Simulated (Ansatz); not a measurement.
A structure relaxed at PBE0-D4/def2-TZVP, charge 0, multiplicity 1:

```json
{"atom": "N1", "x (Å)": "0.8184", "y (Å)": "2.5687", "z (Å)": "1.7673"}
{"atom": "C2", "x (Å)": "0.5269", "y (Å)": "1.6514", "z (Å)": "1.1366"}
{"atom": "Sn3", "x (Å)": "0.0003", "y (Å)": "0.0002", "z (Å)": "-0.0001"}
{"atom": "C4", "x (Å)": "1.7106", "y (Å)": "-0.8882", "z (Å)": "-0.7627"}
{"atom": "N5", "x (Å)": "2.6594", "y (Å)": "-1.3839", "z (Å)": "-1.1850"}
{"atom": "C6", "x (Å)": "-1.2228", "y (Å)": "0.5993", "z (Å)": "-1.5626"}
{"atom": "N7", "x (Å)": "-1.9020", "y (Å)": "0.9331", "z (Å)": "-2.4295"}
{"atom": "C8", "x (Å)": "-1.0139", "y (Å)": "-1.3620", "z (Å)": "1.1882"}
{"atom": "N9", "x (Å)": "-1.5768", "y (Å)": "-2.1186", "z (Å)": "1.8477"}
```

(1) Give its formula and SMILES.

(2) Point group (tolerance 0.08 Å, 0.16 Å for H)?

(3) Summarise the bond lengths by kind.

Results:

(1) C4N4Sn, `N#[C][Sn]([C]#N)([C]#N)[C]#N`.

(2) Td.

(3) 4 × C–N 1.151 Å; 4 × C–Sn 2.073 Å.

Computed with Ansatz.
